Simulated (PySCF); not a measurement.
## input.py for ZnAs

Input:

```python
from pyscf import gto, scf
from pyscf.hessian import thermo

mol = gto.M(
    atom='Zn 0 0 0; As 0 0 2.365',
    basis='lanl2dz',
    ecp={'Zn': 'lanl2dz', 'As': 'lanl2dz'},
    charge=0,
    spin=3,
    verbose=4,
)
mf = scf.UHF(mol)
mf.kernel()
hess = mf.Hessian().kernel()
print('wavenumber (cm^-1) =', thermo.harmonic_analysis(mol, hess)['freq_wavenumber'].round(1))
mf.dip_moment()
print('orbital energies (hartree):', [e[max(0, n-3):n+3].round(4) for e, n in zip(mf.mo_energy, mol.nelec)])
```

```bash
$ python input.py
```

The log (some set-up lines and the per-cycle HOMO/LUMO lines with their warnings removed):

```
PySCF version 2.14.0

[INPUT] Symbol           X                Y                Z      unit          X                Y                Z       unit  Magmom
[INPUT]  1 Zn     0.000000000000   0.000000000000   0.000000000000 AA    0.000000000000   0.000000000000   0.000000000000 Bohr   0.0
[INPUT]  2 As     0.000000000000   0.000000000000   2.365000000000 AA    0.000000000000   0.000000000000   4.469202284596 Bohr   0.0

nuclear repulsion = 13.4252146533615
number of shells = 10
number of NR pGTOs = 46
number of NR cGTOs = 26
basis = lanl2dz
ecp = {'Zn': 'lanl2dz', 'As': 'lanl2dz'}

******** <class 'pyscf.scf.uhf.UHF'> ********
method = UHF
initial guess = minao
damping factor = 0
level_shift factor = 0
DIIS = <class 'pyscf.scf.diis.CDIIS'>
SCF conv_tol = 1e-09
SCF max_cycles = 50
number electrons alpha = 10  beta = 7
init E= -53.7600208774358

cycle= 1 E= -29.2647872451864  delta_E= 24.5  |g|= 2.55  |ddm|= 6.95
cycle= 2 E= -51.6263732340945  delta_E= -22.4  |g|= 2.73  |ddm|= 7.38
cycle= 3 E= -66.634719213508  delta_E=  -15  |g|= 2.54  |ddm|= 3.57
cycle= 4 E= -66.5025574133259  delta_E= 0.132  |g|= 2.49  |ddm|= 0.714

cycle= 5 E= -66.8277889945204  delta_E= -0.325  |g|= 2.43  |ddm|= 0.573

cycle= 6 E= -67.4179746652538  delta_E= -0.59  |g|= 2.15  |ddm|= 0.937

cycle= 7 E= -67.9231785268641  delta_E= -0.505  |g|= 1.77  |ddm|= 0.818

cycle= 8 E= -68.8802544802979  delta_E= -0.957  |g|= 0.434  |ddm|= 1.95
cycle= 9 E= -69.2546113663589  delta_E= -0.374  |g|= 0.218  |ddm|= 1.63
cycle= 10 E= -69.4357532527314  delta_E= -0.181  |g|= 0.067  |ddm|= 1.13
cycle= 11 E= -69.4476718002924  delta_E= -0.0119  |g|= 0.0226  |ddm|= 0.22
cycle= 12 E= -69.4493025112862  delta_E= -0.00163  |g|= 0.0104  |ddm|= 0.0935
cycle= 13 E= -69.4496962082306  delta_E= -0.000394  |g|= 0.00502  |ddm|= 0.0648
cycle= 14 E= -69.4498222096063  delta_E= -0.000126  |g|= 0.00304  |ddm|= 0.0292
cycle= 15 E= -69.44986271343  delta_E= -4.05e-05  |g|= 0.000731  |ddm|= 0.0235
cycle= 16 E= -69.4498657427671  delta_E= -3.03e-06  |g|= 0.000147  |ddm|= 0.00582
cycle= 17 E= -69.4498658082389  delta_E= -6.55e-08  |g|= 3.57e-05  |ddm|= 0.00067
cycle= 18 E= -69.4498658117929  delta_E= -3.55e-09  |g|= 6.27e-06  |ddm|= 0.000197
cycle= 19 E= -69.4498658119127  delta_E= -1.2e-10  |g|= 1.87e-06  |ddm|= 3.56e-05
Extra cycle  E= -69.4498658119198  delta_E= -7.06e-12  |g|= 9.62e-07  |ddm|= 6.21e-06
converged SCF energy = -69.4498658119198  <S^2> = 3.776261  2S+1 = 4.013109
wavenumber (cm^-1) = [276.9]
Dipole moment(X, Y, Z, Debye):  0.00000, -0.00000, -1.32561
orbital energies (hartree): [array([-0.3582, -0.3582, -0.2672,  0.0415,  0.0415,  0.0918]), array([-0.8159, -0.6007, -0.3128,  0.0094,  0.0094,  0.0293])]
```

In short: E(SCF) = -69.449866 Eh, ⟨S²⟩ = 3.776, μz(SCF) = -1.33 D, wavenumbers 277 cm⁻¹.

Wall time 2.7 s on one thread of a shared host.

The bond length is a typed value, not an optimised one, so the wavenumber is not that of the minimum. No search for the lowest solution was made.
